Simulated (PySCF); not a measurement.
From one molecule to another.

First species: C7H17P.
Numbering: `[H][P:3]([CH:2]=[CH2:1])([CH3:4])([CH2:5][CH3:6])[CH2:7][CH3:8]` (hydrogens: H9, H10 on C1; H11 on C2; H12 on P3; H13, H14, H15 on C4; H16, H17 on C5; H18, H19, H20 on C6; H21, H22 on C7; H23, H24, H25 on C8)

Second species: 3-ethyl-1-pentyne, C7H12.
SMILES: `C#CC(CC)CC`

Levels: PBE0/pcSseg-1 for dipole moment, HOMO energy, LUMO energy and HOMO–LUMO gap; GFN2-xTB for rotational constant A and rotational constant C. Geometries: GFN2-xTB. All species are isolated and taken at one optimised geometry, non-relativistic unless stated; the electronic structure was computed with PySCF and density fitting.

Dipoles, sizes and rotational constants follow the conformer. The torsions of the flexible species, by atom-mapped SMILES:
- `[H][P:3]([CH:2]=[CH2:1])([CH3:4])([CH2:5][CH3:6])[CH2:7][CH3:8]`: C1–C2–P3–C4 -56°, C2–P3–C5–C6 -149°, C2–P3–C7–C8 82°
- `[CH:1]#[C:2][CH:3]([CH2:4][CH3:5])[CH2:6][CH3:7]`: C2–C3–C4–C5 63°, C2–C3–C6–C7 -63°

```tsv
property	column X	column Y
dipole moment	0.64 D	0.31 D
HOMO energy	-7.69 eV	-5.74 eV
LUMO energy	1.08 eV	-0.17 eV
HOMO–LUMO gap	8.77 eV	5.57 eV
rotational constant A	3.465 GHz	1.810 GHz
rotational constant C	1.334 GHz	1.006 GHz
```

**Question.** Which column belongs to which species?

**Answer.** Column X is the second species and column Y the first. The first has 25 atoms and 74 electrons, the second 19 and 54.

**Question.** How does each property change from the first species to the second?

**Answer.** dipole moment +0.33 D; HOMO energy -1.95 eV; LUMO energy +1.25 eV; HOMO–LUMO gap +3.20 eV; rotational constant A +1.655 GHz; rotational constant C +0.328 GHz.

On the first: In atomic units the dipole is 0.12 e·bohr (1 au = 2.5417 D).

On the second: In atomic units the dipole is 0.25 e·bohr (1 au = 2.5417 D). A dipole of 0.64 D is allowed in Cs, and pure rotational transitions are dipole-allowed.
